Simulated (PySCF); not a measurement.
C₇H₁₂O.
Atom-mapped SMILES: `[CH2:1]=[CH:2][C:3](=[CH2:4])[O:5][CH:6]([CH3:7])[CH3:8]` (hydrogens: H9, H10 on C1; H11 on C2; H12, H13 on C4; H14 on C6; H15, H16, H17 on C7; H18, H19, H20 on C8)

The same species was optimised twice, with GFN2-xTB and with PBE0-D3(BJ)/def2-SVP (PySCF), and the same property calculations (PySCF, gas phase) were run on both structures.

```csv
coordinate,GFN2-xTB,PBE0-D3(BJ)/def2-SVP,change
C3=C4 (Å),1.337,1.349,+0.012
C3–O5 (Å),1.359,1.347,-0.012
C6–C7 (Å),1.526,1.515,-0.011
C1=C2 (Å),1.326,1.337,+0.011
C6–C8 (Å),1.529,1.519,-0.010
C2–C3 (Å),1.464,1.466,+0.002
O5–C6 (Å),1.419,1.420,+0.001
C7–C6–C8 (°),111.1,112.8,+1.7
C2–C3–C4 (°),120.7,121.3,+0.6
C4–C3–O5 (°),126.9,126.3,-0.6
O5–C6–C8 (°),111.0,110.6,-0.4
C3–O5–C6 (°),120.2,120.5,+0.3
C1–C2–C3 (°),124.1,124.4,+0.3
O5–C6–C7 (°),106.1,106.2,+0.1
C2–C3–O5 (°),112.5,112.5,0.0
C1–C2–C3–C4 (°),178,180,+2
C2–C3–O5–C6 (°),180,179,-1
C3–O5–C6–C7 (°),159,157,-2
```

Rotational constants: A = 3253, B = 1346, C = 1088 MHz (GFN2-xTB) against A = 3231, B = 1351, C = 1092 MHz (PBE0-D3(BJ)/def2-SVP). Point groups within 0.08 Å: C1 and C1.

On the GFN2-xTB structure: HOMO (eV) -6.40 [PBE0/pcSseg-1]; LUMO (eV) -0.51 [PBE0/pcSseg-1]; dipole (D) 1.11 [PBE0/pcSseg-1]; GIAO shielding of C1 (ppm) 65.1 [PBE0/pcSseg-1]; GIAO shielding of C2 (ppm) 44.6 [PBE0/pcSseg-1]; GIAO shielding of C3 (ppm) 22.3 [PBE0/pcSseg-1]; GIAO shielding of C4 (ppm) 96.4 [PBE0/pcSseg-1]; GIAO shielding of O5 (ppm) 182.0 [PBE0/pcSseg-1]; GIAO shielding of C6 (ppm) 116.3 [PBE0/pcSseg-1]; GIAO shielding of C7/C8 (mean) (ppm) 163.8 [PBE0/pcSseg-1].

What do these properties become on the PBE0-D3(BJ)/def2-SVP structure?

| property | level | on GFN2-xTB | on PBE0-D3(BJ)/def2-SVP | change |
| --- | --- | --- | --- | --- |
| HOMO (eV) | PBE0/pcSseg-1 | -6.40 | -6.34 | +0.06 |
| LUMO (eV) | PBE0/pcSseg-1 | -0.51 | -0.57 | -0.06 |
| dipole (D) | PBE0/pcSseg-1 | 1.11 | 1.15 | +0.04 |
| energy, GFN2-xTB geometry as zero (kcal/mol) | PBE0/pcSseg-1 | 0.0 | -0.6 | -0.6 |
| GIAO shielding of C1 (ppm) | PBE0/pcSseg-1 | 65.1 | 62.2 | -2.9 |
| GIAO shielding of C2 (ppm) | PBE0/pcSseg-1 | 44.6 | 42.6 | -2.0 |
| GIAO shielding of C3 (ppm) | PBE0/pcSseg-1 | 22.3 | 21.7 | -0.6 |
| GIAO shielding of C4 (ppm) | PBE0/pcSseg-1 | 96.4 | 94.2 | -2.2 |
| GIAO shielding of O5 (ppm) | PBE0/pcSseg-1 | 182.0 | 179.4 | -2.6 |
| GIAO shielding of C6 (ppm) | PBE0/pcSseg-1 | 116.3 | 116.5 | +0.2 |
| GIAO shielding of C7/C8 (mean) (ppm) | PBE0/pcSseg-1 | 163.8 | 162.6 | -1.2 |

The heavy atoms differ by 0.016 Å rms after alignment. Among bonds between heavy atoms C1=C2, C3=C4, C3–O5 and C6–C7 change most and about equally (-0.012 to +0.012 Å). Changes are differences of the printed values. Neither structure is proved a minimum here.

The values belong to the conformer `[CH2:1]=[CH:2][C:3](=[CH2:4])[O:5][CH:6]([CH3:7])[CH3:8]`: C1–C2–C3–C4 180°, C2–C3–O5–C6 179°, C3–O5–C6–C7 157°.
